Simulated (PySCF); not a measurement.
C3H6F2Si, SMILES [C@@H]1([SiH2]F)C[C@@H]1F.

The structure is a stationary point at PBE0-D3(BJ)/def2-SVP. The structure was generated by enumeration; whether it is a known compound was not checked. The values are those of a single conformer.

These are PySCF with TDA-LC-ωPBE/def2-SVPD values and carry that method's errors.

Vertical excitations. 

Computed lowest excited states:
```csv
state,energy (eV),λ (nm),f,main pairs
S1,8.34,149,0.000,"HOMO→LUMO 50 %, HOMO→LUMO+1 22 %"
S2,8.36,148,0.024,"HOMO−1→LUMO 60 %, HOMO−3→LUMO 10 %"
S3,8.77,141,0.010,"HOMO−2→LUMO 36 %, HOMO→LUMO+1 34 %"
S4,8.93,139,0.018,"HOMO−1→LUMO+1 40 %, HOMO−3→LUMO 23 %, HOMO→LUMO+1 9 %"
S5,9.25,134,0.007,"HOMO−1→LUMO+3 30 %, HOMO−1→LUMO+1 13 %, HOMO−1→LUMO+4 7 %, HOMO−3→LUMO+4 6 %"
S6,9.28,134,0.068,"HOMO−2→LUMO 19 %, HOMO→LUMO+1 13 %, HOMO→LUMO+2 11 %, HOMO→LUMO 11 %"
S7,9.44,131,0.004,"HOMO→LUMO+2 35 %, HOMO→LUMO+8 13 %, HOMO→LUMO+6 6 %, HOMO→LUMO 5 %"
S8,9.49,131,0.032,"HOMO→LUMO+3 50 %, HOMO−3→LUMO 9 %"
S9,9.65,128,0.046,"HOMO−1→LUMO+2 26 %, HOMO−3→LUMO 11 %, HOMO−1→LUMO+4 6 %, HOMO−1→LUMO+3 5 %"
S10,9.78,127,0.042,"HOMO−1→LUMO+2 25 %, HOMO−3→LUMO 8 %, HOMO−1→LUMO 7 %, HOMO−1→LUMO+8 6 %"
T1,7.75,160,0,"HOMO−1→LUMO 48 %, HOMO−3→LUMO 21 %"
T2,7.84,158,0,"HOMO→LUMO 49 %, HOMO→LUMO+1 13 %, HOMO−2→LUMO 9 %"
T3,8.30,149,0,"HOMO−2→LUMO 33 %, HOMO→LUMO+1 25 %"
T4,8.49,146,0,"HOMO−1→LUMO+3 17 %, HOMO−3→LUMO 10 %, HOMO−1→LUMO+1 10 %, HOMO−1→LUMO+4 9 %"
```
Triplets are in the Tamm–Dancoff approximation.
